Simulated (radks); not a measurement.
Problem. The antimony ion Sb8+ is in [Kr] 4d(3/2: 4, 5/2: 3). All-electron calculation, Dirac Kohn-Sham, BLYP, spin-unpolarised, spherical densities, finite nucleus; Fermi nuclear charge, rms radius of each element as measured or else 0.836 A^(1/3) + 0.57 fm. Program: a radial shooting solver on a logarithmic mesh with Libxc functionals. Sub-shells are occupied by j as written (lower j first in brackets). One electron is removed from 4d5/2, 4p1/2, 4p3/2, 4d3/2 in turn, with full relaxation. Which removal costs least, and what does each cost?

Solution. 4d5/2 164.39 eV; 4d3/2 165.99 eV; 4p3/2 235.00 eV; 4p1/2 244.55 eV. The 4d5/2 electron leaves first.
